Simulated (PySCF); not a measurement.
# Electron correlation in Si (silicon, neutral)

[Ne] 3s2 3p2, high-spin 3P determinant. Calculation: PySCF 2.14, in aug-cc-pwCVTZ (8s7p5d3f, 75 functions); the non-relativistic Hamiltonian (point nucleus). Frozen: 1s2; 12 electrons correlated.

| level | correlation energy (mhartree) |
| --- | --- |
| CCSD | -331.73 |
| (T) | -5.38 |
| CCSD(T) | -337.11 |

Diagnostics: T1 = 0.0088, D1 = 0.0339, largest double amplitude 0.072.

Task: Is a single reference adequate?

Result: Mostly. T1 lies below 0.03, but a double amplitude of this size points to a near-degeneracy that CCSD handles and MP2 describes poorly.
